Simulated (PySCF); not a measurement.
**How the method changes the constants of GeH⁺**

State: ¹Σ⁺ (singlet), closed shell. Set-up: basis Ge pcseg-1, H pcseg-1; no relativity; PySCF 2.14. De refers to Ge⁺ + H in their high-spin ground configurations, without counterpoise correction. A positive dipole points towards H; it is taken about the centre of mass and depends on that origin.

```tsv
Level	Re (Å)	ωe (cm⁻¹)	De (eV)	μ (D)	CPU s a point (SCF and correlation, without the integrals)
RHF	1.565	2145	2.13	0.69	0.012
RHF-MP2	1.570	2082	2.74	n/a	0.019
RHF-SCS-MP2	1.571	2072	2.82	n/a	n/a
RHF-CCSD	1.579	2007	2.87	n/a	n/a
RHF-CCSD(T)	1.580	1998	2.88	n/a	0.13
PBE	1.610	1933	3.01	0.44	0.24
PBEsol	1.608	1936	3.15	0.50	0.19
TPSS	1.594	1998	3.19	0.44	0.38
r²SCAN	1.587	2016	3.03	0.54	0.35
B3LYP	1.596	1986	3.07	0.44	0.25
PBE0	1.590	2018	2.97	0.53	0.43
LC-ωPBE	1.574	2105	2.91	0.63	0.35
```

Task: Which functional lies closest to RHF-CCSD(T) in De, which farthest, and by how much do they differ from it?

Result: Closest is LC-ωPBE (-0.6 pm in Re, +5.4 % in ωe, +0.03 eV in De against RHF-CCSD(T) in the same basis), farthest TPSS (+1.4 pm in Re, +0.0 % in ωe, +0.31 eV in De). CCSD(T) converges more slowly with the basis than the functionals do and binds too weakly in this one, so the order can change at the basis-set limit.

Task: What does a quarter of exact exchange do here, going from PBE to PBE0?

Result: PBE0 less PBE: -2.0 pm in Re, +4.4 % in ωe, -0.04 eV in De. Exact exchange removes part of the self-interaction that spreads semilocal densities, and in most molecules shortens and stiffens the bond and lowers De; so it does here.

Task: What does the step from GGA to meta-GGA do here, going from PBE to r²SCAN?

Result: r²SCAN less PBE: -2.3 pm in Re, +4.3 % in ωe, +0.02 eV in De. 

Correlated steps freeze 9 core orbitals. Correlated levels converge slowly with the basis: in double zeta they bind strong bonds too weakly, by up to about 1 eV, and carry superposition errors of some tenths. For an ion De counts to the pair picked by the measured ionisation energies or electron affinities, which need not be the lowest pair at this level. Where the molecule has an RHF reference, its open-shell atoms are computed with UHF.

The whole job (state search and all levels along the bond) took about 0.62 min on 1 thread of Arm Neoverse V2 (shared host), peak memory 0.38 GiB.
